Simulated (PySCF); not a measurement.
Parent: `[N:1]#[C:2][c:3]1[n:4][cH:5][cH:6][s:7]1`, C4H2N2S.

Method: PySCF 2.14.0, PBE0-D3(BJ)/def2-SVP geometry optimisation, gas phase. One conformer each, not checked by frequencies here.

```json
{"coordinate of the parent": "N1≡C2", "value": "1.159 Å"}
{"coordinate of the parent": "C2–C3", "value": "1.424 Å"}
{"coordinate of the parent": "C3–N4", "value": "1.305 Å"}
{"coordinate of the parent": "N4–C5", "value": "1.355 Å"}
{"coordinate of the parent": "C5–C6", "value": "1.374 Å"}
{"coordinate of the parent": "C6–S7", "value": "1.708 Å"}
{"coordinate of the parent": "C3–S7", "value": "1.740 Å"}
{"coordinate of the parent": "N1–C2–C3", "value": "178.4°"}
{"coordinate of the parent": "C2–C3–N4", "value": "124.6°"}
{"coordinate of the parent": "C2–C3–S7", "value": "120.4°"}
{"coordinate of the parent": "N4–C3–S7", "value": "114.9°"}
{"coordinate of the parent": "C3–N4–C5", "value": "110.6°"}
{"coordinate of the parent": "N4–C5–C6", "value": "115.7°"}
{"coordinate of the parent": "C5–C6–S7", "value": "110.1°"}
{"coordinate of the parent": "C3–S7–C6", "value": "88.7°"}
```

Question: How does the shared frame change in `[CH3:1][c:2]1[cH:3][n:4][c:5]([C:6]#[N:7])[s:8]1`, C5H4N2S? Atoms pair as N1 = N7, C2 = C6, C3 = C5, N4 = N4, C5 = C3, C6 = C2, S7 = S8 (parent first).

Answer: 
| parent | relative | value in the relative | change |
| --- | --- | --- | --- |
| N1≡C2 | N7≡C6 | 1.160 Å | +0.001 |
| C2–C3 | C6–C5 | 1.424 Å | 0.000 |
| C3–N4 | C5–N4 | 1.304 Å | -0.001 |
| N4–C5 | N4–C3 | 1.354 Å | -0.001 |
| C5–C6 | C3–C2 | 1.378 Å | +0.004 |
| C6–S7 | C2–S8 | 1.722 Å | +0.014 |
| C3–S7 | C5–S8 | 1.741 Å | +0.001 |
| N1–C2–C3 | N7–C6–C5 | 178.3° | -0.1 |
| C2–C3–N4 | C6–C5–N4 | 124.8° | +0.2 |
| C2–C3–S7 | C6–C5–S8 | 120.5° | +0.1 |
| N4–C3–S7 | N4–C5–S8 | 114.7° | -0.2 |
| C3–N4–C5 | C5–N4–C3 | 110.6° | 0.0 |
| N4–C5–C6 | N4–C3–C2 | 116.7° | +1.0 |
| C5–C6–S7 | C3–C2–S8 | 108.8° | -1.3 |
| C3–S7–C6 | C5–S8–C2 | 89.2° | +0.5 |

Of the parent's bonds, C6–S7 changes most (+0.014 Å). Bonds of the relative outside the shared frame: C1–C2 1.489 Å. Point group Cs → Cs.
